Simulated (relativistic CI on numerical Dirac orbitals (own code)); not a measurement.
**Fe4+: 3p photoemission**

Computed with this model: Dirac-Coulomb-Breit CI, separate exchange-only KLI orbitals for each configuration, QED by a radiative potential, valence Slater integrals scaled by 0.9, multiplet model of photoemission in the sudden approximation; configurations [Ar] 3d4 → [Ne] 3s2 3p5 3d4; 300 K; Lorentzian 0.8 eV and Gaussian 0.6 eV FWHM. Energies are those of the free ion, without screening or charge transfer. The energies are binding energies and can lie tens of eV above those of solids. S is read from ⟨S²⟩ = S(S + 1).

Field parameters in Wybourne normalisation: D3d B²₀ = −7Dσ, B⁴₀ = −14Dq − 21Dτ, B⁴₃ = −14√(10/7) Dq; D4h B²₀ = −7Ds, B⁴₀ = 21(Dq − Dt), B⁴₄ = 21√(5/14) Dq; Oh B⁴₀ = 21Dq, B⁴₄ = √(5/14) B⁴₀; Td as Oh with Dq negative (B⁴₀ = 21Dq, B⁴₄ = √(5/14) B⁴₀). The field is a parameter set, without covalency.

free ion: ground-state S = 2.00, centroid 130.33 eV. Peaks (eV, height): 122.0 (88), 125.7 (100), 129.1 (32), 141.8 (31), 149.1 (46).

D3d, 10Dq = 33650, Dσ = 180, Dτ = 420 cm⁻¹: ground-state S = 1.01, centroid 130.59 eV. Peaks (eV, height): 125.7 (100), 126.2 (100), 130.8 (15), 132.3 (18), 134.0 (14), 137.4 (11), 144.1 (7), 149.5 (8).

D4h, 10Dq = 34050, Ds = 560, Dt = -230 cm⁻¹: ground-state S = 1.01, centroid 130.59 eV. Peaks (eV, height): 125.5 (98), 126.1 (100), 130.6 (15), 132.1 (19), 134.0 (17), 137.3 (12), 143.9 (7), 149.5 (8).

Oh, 10Dq = 24350 cm⁻¹: ground-state S = 1.99, centroid 130.34 eV. Peaks (eV, height): 122.4 (97), 125.7 (100), 129.2 (31), 132.4 (7), 143.9 (27), 150.5 (31).

Td, 10Dq = -5450 cm⁻¹: ground-state S = 2.00, centroid 130.33 eV. Peaks (eV, height): 122.0 (82), 125.6 (100), 128.4 (32), 142.2 (31), 149.2 (42).

D4h, 10Dq = 8300, Ds = -1400, Dt = -350 cm⁻¹: ground-state S = 2.00, centroid 130.33 eV. Peaks (eV, height): 122.4 (100), 125.7 (86), 128.8 (32), 143.0 (34), 149.5 (30).

Strongest unbroadened transitions for D4h, 10Dq = 34050, Ds = 560, Dt = -230 cm⁻¹:

```csv
Energy (eV),Relative strength
125.27,66.6
125.28,100.0
125.30,20.0
125.33,30.7
125.34,49.0
125.35,24.0
125.39,24.9
125.42,15.8
126.04,47.1
126.05,29.5
126.18,22.9
126.23,18.4
126.24,63.3
126.27,16.7
126.28,18.9
126.79,19.7
127.26,17.9
127.27,19.7
```
